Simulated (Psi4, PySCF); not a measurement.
Here is a job for PySCF.
```python
from pyscf import gto, scf, mp

mol = gto.M(
    atom='''
O    -0.552709    1.352788    0.310942
S    -0.080419   -0.125691   -0.010742
O    -0.626769   -0.488526   -1.265587
O    -0.274419   -0.919997    1.145212
O     1.479218    0.095311   -0.187184
H    -0.791150    1.751239   -0.524392
H     1.875282   -0.056781    0.669204
''',
    basis='6-31g*',
    charge=0,
    spin=0,
    verbose=4,
)

mf = scf.RHF(mol)
mf.kernel()

pt = mp.MP2(mf, frozen=9)
pt.kernel()
print('E(MP2) = %.10f' % pt.e_tot)
```

Question: Convert this to an input for Psi4.

Answer: One answer among several that fit: 
```
memory 2 GB

molecule {
0 1
  O    -0.55270887    1.35278782    0.31094223
  S    -0.08041867   -0.12569137   -0.01074187
  O    -0.62676941   -0.48852650   -1.26558736
  O    -0.27441856   -0.91999660    1.14521182
  O     1.47921766    0.09531076   -0.18718448
  H    -0.79115034    1.75123860   -0.52439176
  H     1.87528245   -0.05678066    0.66920393
}

set basis 6-31g*
set freeze_core true
set mp2_type conv
set scf_type pk
set puream true
set d_convergence 1e-8

energy('mp2')
print_variables()
```

Both were run: PySCF gave -698.877882 Eh and Psi4 -698.877882 Eh, 0.000 mEh apart.
